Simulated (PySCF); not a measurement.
Gas-phase XPS of GeEtF3, computed

GeEtF3, C2H5F3Ge.
Cartesian coordinates in Å at the PBE0-D3(BJ)/def2-SVP level; atoms count from 1:
```xyz
11
C2H5F3Ge angstrom
Ge    -0.332   -0.384   -1.347
C     -0.255   -0.449    0.572
C      0.561    0.695    1.163
H      0.163   -1.434    0.835
H     -1.298   -0.440    0.924
H      0.582    0.627    2.261
H      1.602    0.674    0.809
H      0.137    1.674    0.896
F      1.213   -0.534   -2.090
F     -0.972    1.099   -1.941
F     -1.304   -1.615   -2.051
```

The calculation used PySCF 2.14.0, delta-SCF UKS SCAN, pcX-2 on the ionised atom, pcseg-1 elsewhere, spin-free X2C. Vertical ΔSCF values, vacuum level as zero.

Question: List the computed XPS lines with their assignment.

Answer: 
```
   atom(s)                     environment  level  binding energy (eV)  above the level's lowest (eV)  count
        C3      carbon bonded to C and 3 H   C 1s               291.69                           0.00      1
        C2  carbon bonded to C, Ge and 2 H   C 1s               291.89                          +0.20      1
F9/F10/F11           fluorine bonded to Ge   F 1s               692.13                           0.00      3
```

The 2 C 1s values lie within 0.20 eV of each other; Gaussian lines of 0.5 eV full width would blend them into one maximum.

Question: What is the longest wavelength that can ionise C 1s of C2 vertically?

Answer: λ = hc/E = 12398.42 eV Å / 291.89 eV = 42.476 Å.

Question: Express the binding energy of C 1s of C2 in atomic units and per mole.

Answer: 291.89 eV = 10.7268 Eh = 28163 kJ/mol.

One atom of each set of topologically equivalent atoms was ionised and stands for the set; in this conformer not all members are related by symmetry, and their own values weren't computed. No level of germanium is listed. Geometry: PBE0-D3(BJ)/def2-SVP; no solvent, vibrations or thermal averaging.
